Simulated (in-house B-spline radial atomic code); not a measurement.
Response and correlation along the 4-electron series, closed shell [He] 2s2; the second-order energy is extrapolated in partial waves. Computed with an all-electron radial atomic-structure program (B-spline basis): relativistic RPA and second-order many-body perturbation theory on Dirac-Hartree-Fock.

```csv
ion,Z,dipole polarisability (bohr³),quadrupole polarisability (bohr⁵),ratio of RPA to uncoupled dipole,second order correlation energy (Eh),C6 of two such ions (Eh bohr⁶)
Zr36+,40,0.0032109,8.7143e-06,1.381,-0.26656,4.8733e-05
Nb37+,41,0.0029106,7.4101e-06,1.381,-0.2686,4.1624e-05
Mo38+,42,0.0026432,6.3241e-06,1.3813,-0.27053,3.5647e-05
Tc39+,43,0.0024045,5.4159e-06,1.3819,-0.27228,3.0605e-05
Ru40+,44,?,?,?,?,?
Rh41+,45,0.0019999,4.0104e-06,1.3841,-0.27543,2.2721e-05
Pd42+,46,0.0018283,3.4666e-06,1.3857,-0.27682,1.9642e-05
Ag43+,47,0.0016739,3.0049e-06,1.3876,-0.2781,1.7016e-05
Cd44+,48,?,?,?,?,?
In45+,49,0.0014092,2.2757e-06,1.3922,-0.28038,1.2848e-05
Sn46+,50,0.0012956,1.9877e-06,1.395,-0.28139,1.1196e-05
Sb47+,51,?,?,?,?,?
Te48+,52,0.0010995,1.5269e-06,1.4013,-0.28316,8.5478e-06
I49+,53,0.0010147,1.3425e-06,1.4048,-0.28395,7.4879e-06
```

Problem. Fill in the row of Ru40+.

Solution. dipole polarisability (bohr³): 0.0021911; quadrupole polarisability (bohr⁵): 4.6532e-06; ratio of RPA to uncoupled dipole: 1.3828; second order correlation energy (Eh): -0.27391; C6 of two such ions (Eh bohr⁶): 2.634e-05.

Problem. Fill in the row of Cd44+.

Solution. dipole polarisability (bohr³): 0.0015348; quadrupole polarisability (bohr⁵): 2.6117e-06; ratio of RPA to uncoupled dipole: 1.3898; second order correlation energy (Eh): -0.2793; C6 of two such ions (Eh bohr⁶): 1.4772e-05.

Problem. Fill in the row of Sb47+.

Solution. dipole polarisability (bohr³): 0.0011928; quadrupole polarisability (bohr⁵): 1.7402e-06; ratio of RPA to uncoupled dipole: 1.398; second order correlation energy (Eh): -0.28232; C6 of two such ions (Eh bohr⁶): 9.7742e-06.

Problem. How fast does the dipole polarisability fall along the series?

Solution. From 0.003211 to 0.001015 bohr³; a fit of its logarithm against log Z from Z = 40 to 53 has slope -4.09.
